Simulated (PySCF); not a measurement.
Al(Me)(NCO)(OH) (C2H4AlNO2), SMILES [CH3][Al]([OH])[N]=C=O.

Coordinates come from a PBE0-D3(BJ)/def2-SVP optimisation. The structure was generated by enumeration; whether it is a known compound was not checked. Other conformers were not sampled.

Two levels are set side by side: TDDFT-PBE/def2-SVPD (PySCF) and TDDFT-LC-ωPBE/def2-SVPD (PySCF). Vertical, same geometry. The lowest singlet is HOMO→LUMO 100 % with PBE and HOMO→LUMO+1 77 % with the other functional; states are paired by order. Differences are taken from unrounded values.

```json
[
 {"quantity": "lowest singlet excitation (eV)", "TDDFT-PBE": "5.80"},
 {"quantity": "lowest triplet excitation (TDA) (eV)", "TDDFT-PBE": "5.66"},
 {"quantity": "first bright state (f over 0.05) (eV)", "TDDFT-PBE": "6.37"},
 {"quantity": "its oscillator strength", "TDDFT-PBE": "0.08"}
]
```

### Question
These are the TDDFT-PBE values. What does TDDFT-LC-ωPBE give? (The exact figures need the calculation; the answer reports its results.)

### Answer

| quantity | TDDFT-LC-ωPBE | TDDFT-PBE minus TDDFT-LC-ωPBE |
|---|---|---|
| lowest singlet excitation (eV) | 6.79 | -0.99 |
| lowest triplet excitation (TDA) (eV) | 6.42 | -0.76 |
| first bright state (f over 0.05) (eV) | 8.31 | -1.94 |
| its oscillator strength | 0.12 | -0.04 |

A lower first singlet is the usual sign of a functional without exact exchange. Differences between two approximate levels are no errors against the true value.

Rough cost on one machine, each run with all the roots and properties that it gave: TDDFT-LC-ωPBE against TDDFT-PBE about 6 times.
